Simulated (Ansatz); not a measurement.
Job for Ansatz (a first-principles code): U-CCSD(T)/cc-pVTZ on C (SMILES [C]).

Ansatz 0.2 input:
```yaml
crystal:
  periodic: [false, false, false]
  atoms:
    - {symbol: C, position_ang: [0.00000000, 0.00000000, 0.00000000]}
basis:
  gaussian:
    orbitals: cc-pVTZ
magnetization: {spin_polarized: true, initial_magnetization: 2}
correlation: {method: ccsd_t, electrons: outside_noble_gas}
scf: {omitted_lower_state_checks: [cluster_reference]}
```

Output:

```
WARN ansatz: RAYON_NUM_THREADS=1 ignored (pool sized by the plan → 1); use --threads N
Functional definition: HF
these checks for a lower state are left out or cut short: cluster_reference
integrals: 0.01 GiB planned
172 factors; integrals over basis functions are off by at most 1.5e-4 eV
mean field: 0.04 GiB planned
mean field evaluation 1: about -1025.3011 eV, gradient 6.4e0 eV
mean field evaluation 2: about -1025.3013 eV, gradient 6.4e0 eV
mean field evaluation 4: about -1025.6388 eV, gradient 3.1e-1 eV
mean field evaluation 8: about -1025.6398 eV, gradient 2.1e-4 eV
mean field evaluation 16: about -1025.6398 eV, gradient 1.6e-5 eV
mean field -1025.63984430 eV, -37.6915690743 hartree, gradient 2.6e-6 eV, S^2 2.009037; 3 other end points of the search recorded, 0 dependent functions left out
1 core orbitals not correlated
reference -1025.63984430 eV, -37.6915690743 hartree; 3, 1 occupied and 26, 28 virtual orbitals, 172 factors
second order -1.82093428 eV of doubles, -0.00000000 eV of singles
coupled cluster: 0.05 GiB planned
cycle   1  -2.18562688 eV  change   -3.6e-1 eV  update   4.6e-2
cycle   2  -2.35598699 eV  change   -1.7e-1 eV  update   2.0e-2
cycle   3  -2.37081583 eV  change   -1.5e-2 eV  update   5.0e-3
cycle   4  -2.37185638 eV  change   -1.0e-3 eV  update   8.3e-4
cycle   5  -2.37148555 eV  change    3.7e-4 eV  update   1.6e-4
cycle   6  -2.37168735 eV  change   -2.0e-4 eV  update   3.1e-5
cycle   7  -2.37162996 eV  change    5.7e-5 eV  update   6.8e-6
cycle   8  -2.37163893 eV  change   -9.0e-6 eV  update   1.5e-6
cycle   9  -2.37163817 eV  change    7.6e-7 eV  update   3.8e-7
perturbative correction -0.05542395 eV, -0.0020367926 hartree
Total energy: -1028.06690642 eV, -37.7807619623 hartree
Checks for a lower state left out: cluster_reference
```

The calculation finished and met its thresholds.

Cost: roughly 0.5 core-seconds.
